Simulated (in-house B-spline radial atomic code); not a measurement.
Inner levels of gadolinium as electrons are removed. A shift is the extra binding of the orbital against the neutral atom ([Xe] 4f7 5d1 6s2). The density at the nucleus is averaged over the nuclear charge. Computed with an all-electron radial atomic-structure program (B-spline basis): Dirac-Hartree-Fock, average of the configuration, finite nuclei.

| ion | configuration | shift of 3s1/2 (eV) | shift of 3d3/2 (eV) | shift of 3p3/2 (eV) | radius of 3s1/2 (bohr) | radius of 3d3/2 (bohr) | radius of 3p3/2 (bohr) | Σ<r²> (bohr²) | change of density at nucleus (bohr⁻³) |
| --- | --- | --- | --- | --- | --- | --- | --- | --- | --- |
| Gd15+ | [Kr] 4d10 4f3 | 314.41 | 314.71 | 314.37 | 0.243 | 0.21811 | 0.24575 | 9.7212 | -441.45 |
| Gd16+ | [Kr] 4d10 4f2 | 354.13 | 354.18 | 353.98 | 0.24296 | 0.21803 | 0.24569 | 9.0439 | -402.06 |
| Gd17+ | [Kr] 4d10 4f1 | 395.56 | 395.36 | 395.29 | 0.24291 | 0.21792 | 0.2456 | 8.4241 | -358.22 |
| Gd18+ | [Kr] 4d10 | 438.67 | 438.2 | 438.26 | 0.24284 | 0.2178 | 0.2455 | 7.8537 | -309.93 |
| Gd19+ | [Kr] 4d9 | 483.93 | 483.72 | 483.43 | 0.24267 | 0.21789 | 0.24527 | 7.3388 | -226 |
| Gd20+ | [Kr] 4d8 | 530.17 | 530.26 | 529.59 | 0.2425 | 0.21765 | 0.24503 | 6.846 | -138.38 |
| Gd21+ | [Kr] 4d7 | 577.37 | 577.79 | 576.7 | 0.24231 | 0.2174 | 0.24477 | 6.3738 | -47.081 |
| Gd22+ | [Kr] 4d6 | 625.53 | 626.31 | 624.76 | 0.24211 | 0.21712 | 0.24449 | 5.921 | 47.914 |
| Gd23+ | [Kr] 4d5 | 674.63 | 675.81 | 673.76 | 0.24189 | 0.21684 | 0.24421 | 5.4862 | 146.58 |
| Gd24+ | [Kr] 4d4 | 724.67 | 726.29 | 723.7 | 0.24167 | 0.21653 | 0.2439 | 5.0686 | 248.92 |
| Gd25+ | [Kr] 4d3 | 775.64 | 777.73 | 774.56 | 0.24143 | 0.21622 | 0.24358 | 4.6672 | 354.93 |
| Gd26+ | [Kr] 4d2 | 827.52 | 830.13 | 826.33 | 0.24119 | 0.21588 | 0.24325 | 4.2809 | 464.62 |
| Gd27+ | [Kr] 4d1 | 880.32 | 883.48 | 879.02 | 0.24093 | 0.21553 | 0.2429 | 3.9092 | 577.98 |
| Gd28+ | [Ar] 3d10 4s2 4p6 | 934.02 | 937.77 | 932.61 | 0.24066 | 0.21517 | 0.24254 | 3.5512 | 695 |
| Gd29+ | [Ar] 3d10 4s2 4p5 | 988.4 | 993.16 | 986.62 | 0.24041 | 0.2148 | 0.24257 | 3.2149 | 803.38 |
| Gd30+ | [Ar] 3d10 4s2 4p4 | 1043.45 | 1049.27 | 1041.32 | 0.24015 | 0.21442 | 0.24226 | 2.8879 | 913.98 |
| Gd31+ | [Ar] 3d10 4s2 4p3 | 1099.19 | 1106.1 | 1096.68 | 0.23989 | 0.21403 | 0.24194 | 2.5699 | 1026.76 |
| Gd32+ | [Ar] 3d10 4s2 4p2 | 1155.59 | 1163.64 | 1152.71 | 0.23962 | 0.21363 | 0.24161 | 2.2604 | 1141.75 |
| Gd33+ | [Ar] 3d10 4s2 4p1 | 1212.66 | 1221.89 | 1209.4 | 0.23934 | 0.21322 | 0.24127 | 1.9591 | 1258.9 |
| Gd34+ | [Ar] 3d10 4s2 | 1270.39 | 1280.85 | 1266.75 | 0.23906 | 0.21281 | 0.24092 | 1.6658 | 1378.24 |
| Gd35+ | [Ar] 3d10 4s1 | 1327.96 | 1341.19 | 1325.64 | 0.2391 | 0.21239 | 0.24053 | 1.3917 | -790.72 |
| Gd36+ | [Ar] 3d10 | 1386.11 | 1402.18 | 1385.13 | 0.2389 | 0.21197 | 0.24014 | 1.1242 | -3030.73 |
| Gd37+ | [Ar] 3d9 | 1482.78 | 1507.51 | 1480.62 | 0.23756 | 0.20995 | 0.23848 | 1.0539 | -2747.62 |
